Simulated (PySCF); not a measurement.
Potential energy of MnI along the bond

Set-up: PySCF, spin-free X2C with a Gaussian nucleus, basis sets Mn x2c-TZVPPall, I x2c-TZVPPall. Energies in eV from Mn (3d5 4s2) + I in their ground configurations at the same level. All curves are PBE0. state 1: ⁷Σ⁺ (septet), unpaired electrons σ ↑↑, π ↑↑, δ ↑↑; state 2: Ms = 2 determinant of mixed spin (⟨S²⟩ near 6.8), unpaired electrons π ↑↑, δ ↑↑, a second solution, started from another occupation; state 3: ⁵Δ (quintet), unpaired electrons σ ↑, π ↑↑, δ ↑, a second solution, started from another occupation.

```tsv
R (Å)	state 1	state 2	state 3
2.238	-1.978	-1.621	-0.688
2.342	-2.429	-1.944	-1.006
2.446	-2.671	-2.093	-1.144
2.524	-2.753	-2.123	-1.165
2.602	-2.773	-2.103	-1.137
2.680	-2.747	-2.044	-1.072
2.784	-2.658	-1.925	-0.945
2.914	-2.491	-1.736	-0.749
3.070	-2.245	-1.484	-0.485
3.279	-1.889	-1.153	-0.130
```

Q: Put a parabola through the three lowest points of the state 1 curve and estimate Re, k and ωe (reduced mass 38.34 u; 1 eV/Å² = 0.16022 mdyn/Å; ωe = 1302.8·√(k/μ) cm⁻¹).

A: Through R = 2.524, 2.602, 2.68 Å the second-order coefficient is 3.78 eV/Å², so Re ≈ 2.597 Å, k ≈ 1.21 mdyn/Å and ωe ≈ 232 cm⁻¹. A polynomial fit of higher order to the unrounded PBE0 energies gives Re = 2.593 Å, k = 1.27 mdyn/Å, ωe = 237 cm⁻¹; anharmonicity and rounding make the difference.

The higher-order fit for each curve: state 1: Re = 2.593 Å, ωe = 237 cm⁻¹, De = 2.77 eV; state 2: Re = 2.528 Å, ωe = 241 cm⁻¹, minimum 2.12 eV below the ground-state fragments; state 3: Re = 2.515 Å, ωe = 245 cm⁻¹, minimum 1.17 eV below the ground-state fragments.

The metal atom is held in its measured ground configuration; semilocal functionals can put another filling of s and d lower by some tenths of an eV, and De to that atom would be smaller. ⟨S²⟩ of the unrestricted solution departs from its pure value on part of the curve, where spin states mix. Spin–orbit coupling is left out, which matters for elements this heavy, above all for dissociation energies. With d or f electrons several states lie close, and the lowest PBE0 determinant need not be the measured ground state.
